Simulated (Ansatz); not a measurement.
Ansatz (a program for electronic structure) input for Si(Cl)(F)2(NCO) (CClF₂NOSi), SMILES O=C=N[Si](F)(F)Cl, PBE/def2-SVPD. Coordinates come from a B3LYP-D3(BJ)/def2-SVP optimisation. The values are those of a single conformer.

Ansatz 0.2 input:
```yaml
crystal:
  periodic: [false, false, false]
  atoms:
    - {symbol: O, position_ang: [0.42554377, 3.45503286, -0.00000000]}
    - {symbol: C, position_ang: [0.15427385, 2.32212749, -0.00000000]}
    - {symbol: N, position_ang: [-0.13696367, 1.15514102, -0.00000000]}
    - {symbol: Si, position_ang: [-0.36981126, -0.51075239, 0.00000000]}
    - {symbol: F, position_ang: [-1.21819846, -0.93285277, 1.29055030]}
    - {symbol: F, position_ang: [-1.21819847, -0.93285277, -1.29055030]}
    - {symbol: Cl, position_ang: [1.39609897, -1.51277245, -0.00000000]}
basis:
  gaussian:
    orbitals: def2-SVPD
hamiltonian:
  xc: {name: PBE}
```

Program output:

```
WARN ansatz: RAYON_NUM_THREADS=1 ignored (pool sized by the plan → 1); use --threads N
Functional definition: PBE
integrals: 0.11 GiB planned
1403 factors; their error is unknown
mean field: 0.63 GiB planned
mean field evaluation 1: about -30372.4676 eV, gradient 7.4e1 eV
mean field evaluation 2: about -30348.7302 eV, gradient 1.4e2 eV
mean field evaluation 4: about -30381.2697 eV, gradient 1.5e1 eV
mean field evaluation 8: about -30381.7108 eV, gradient 2.5e-1 eV
mean field evaluation 16: about -30381.6547 eV, gradient 5.7e-5 eV
mean field -30381.65467660 eV, -1116.5052159399 hartree, gradient 5.7e-5 eV, S^2 0.000000; 0 other end points of the search recorded, 0 dependent functions left out
reference -30381.65473433 eV, -1116.5052180613 hartree; 35, 35 occupied and 125, 125 virtual orbitals, 1403 factors
Total energy: -30381.65473433 eV, -1116.5052180613 hartree
```

The calculation finished and met its thresholds.

Cost: very roughly 5 core-seconds.
